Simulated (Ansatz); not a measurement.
```yaml
crystal:
  periodic: [false, false, false]
  atoms:
    - {symbol: Co, position_ang: [0.000056, 0.000035, -0.000002]}
    - {symbol: Cl, position_ang: [-0.015993, -0.020064, 2.088686]}
    - {symbol: Xx, position_ang: [0.015928, 0.020030, -2.088693]}
basis:
  gaussian: {orbitals: "6-31G*"}
magnetization: {spin_polarized: true, initial_magnetization: 3}
hamiltonian: {xc: {name: PBE-QIDH}}
output: {forces: true}
```

```sh
$ ansatz run in.yaml --threads 2 --pin off --events-out ev --progress --plain --max-ram 4352MiB
```

Task: Predict how Ansatz answers.

Result: The input was rejected before any iteration. An element symbol is wrong.
```
Error: YAML parse error: error: line 6 column 16: `Xx` is not an element symbol (H … Og, case-exact)
 --> <input>:6:16
4 |     - {symbol: Co, position_ang: [0.000056, 0.000035, -0.000002]}
5 |     - {symbol: Cl, position_ang: [-0.015993, -0.020064, 2.088686]}
6 |     - {symbol: Xx, position_ang: [0.015928, 0.020030, -2.088693]}
7 | basis:
8 |   gaussian: {orbitals: "6-31G*"}
```
